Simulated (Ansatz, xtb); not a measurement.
Breaking the Ge1–H3 bond in FGeH3 (SMILES [F][GeH3]) (multiplicity 1 held, fragments rigid). Energies count from the point at 1.534 Å.
Geometry at that point (charge 0, multiplicity 1):
```xyz
5

Ge    -0.300     0.123    -0.058
F      1.298    -0.530     0.250
H     -0.942    -0.798    -1.104
H     -0.085     1.549    -0.581
H     -1.039     0.093     1.287
```

Restricted levels (R-, RO-) in cc, def2 and unpolarised 6-31G sets keep to the state of the molecule at rest. U- levels take the lowest unrestricted solution at each point, which mixes spins at long bonds. Levels need not reach the same state.

Cores are frozen in the correlated methods. Filled d and f shells under p-block atoms count as core.

Programs: Ansatz (a program for electronic structure); xtb for the GFN methods. Values without a source in brackets are computed. The GFN methods have no spin term and hold the electronic entropy of 300 K.

Q: One of these levels gives 94.21 kcal/mol for the energy at R = 4.910 Å. Which?
(A) GFN2-xTB
(B) R-SCS-MP2/cc-pVDZ
(C) U-HF/cc-pVDZ
(D) U-MP2/cc-pVDZ

A: A, GFN2-xTB. The others give 70.91 (U-HF/cc-pVDZ), 83.94 (U-MP2/cc-pVDZ), 103.18 (R-SCS-MP2/cc-pVDZ)

Doubts at one or more of the structures used: a spin-contaminated determinant (U-HF/cc-pVDZ, U-MP2/cc-pVDZ); a restricted determinant that unrestricted orbitals would lower (R-SCS-MP2/cc-pVDZ).
